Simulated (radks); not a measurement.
Spherical jellium clusters: N electrons in a uniform positive sphere of charge N and radius rs N^(1/3), rs = 5.86 bohr. Calculated with a radial shooting solver with Libxc functionals: non-relativistic Kohn-Sham, PBEsol, spin-polarised, spherical densities. Levels are named by radial order and angular momentum (1s, 1p, 1d, 2s, ...), and open shells are averaged over m. Each electron was tried in the lowest free levels, single moves between levels near the top were tried too, and the lowest total energy was kept; such a search can miss a lower state. The series stops at N = 10: beyond it a trial failed or the search could not be trusted, so later rows were left out. Energies include the self-energy of the background; IP and EA are vertical (highest electron removed, lowest free level filled), at fixed background; spill-out counts the electrons outside the background radius R, and alpha is the static dipole polarisability from linear response (closed shells only). A dash means not computed or, for alpha, an open shell; in EA it means that no bound solution was reached, which is typical of self-interaction and does not show that the anion is unstable. Real open-shell clusters deform, which this model forbids.

N,open shells,2S,E/N (eV),E(N+1) + E(N-1) - 2E(N) (eV),IP (eV),-e(HOMO) (eV)
1,"1s(up 1, down 0)",1,-1.406,-,-,2.346
2,none,0,-1.593,0.489,3.834,2.338
3,"1p(up 1, down 0)",1,-1.493,-0.413,3.084,1.823
4,"1p(up 2, down 0)",2,-1.546,-0.244,3.379,2.123
5,"1p(up 3, down 0)",3,-1.626,0.316,3.516,2.303
6,"1p(up 3, down 1)",2,-1.627,-0.259,3.113,2.055
7,"1p(up 3, down 2)",1,-1.665,-0.160,3.314,2.248
8,none,0,-1.713,0.587,3.422,2.375
9,"1d(up 1, down 0)",1,-1.686,-0.164,2.790,1.828
10,"1d(up 2, down 0)",2,-1.680,-,2.927,1.976

All shells are closed at N = 2, 8 (there: 1s2 1p6); the second difference of the energy has clear peaks (12 % above both neighbours; the first and last values, which can be the largest, are not judged, and half-filled shells can peak too) at N = 5, 8.
